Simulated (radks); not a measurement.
Task: The zirconium ion Zr7+ is in [Ar] 3d10 4s2 4p3. Method: scalar-relativistic Kohn-Sham, r2SCAN, spin-polarised, spherical densities, finite nucleus; meta-GGA in the generalised Kohn-Sham scheme; Fermi nuclear charge, rms radius of each element as measured or else 0.836 A^(1/3) + 0.57 fm; computed with a radial shooting solver on a logarithmic mesh with Libxc functionals. Open shells are filled with parallel spins first. One electron is removed from 3p, 4s, 4p, 3d in turn, with full relaxation. Which removal costs least, and what does each cost?

Result: 4p 135.74 eV; 4s 153.34 eV; 3d 301.51 eV; 3p 447.17 eV. The 4p electron leaves first.
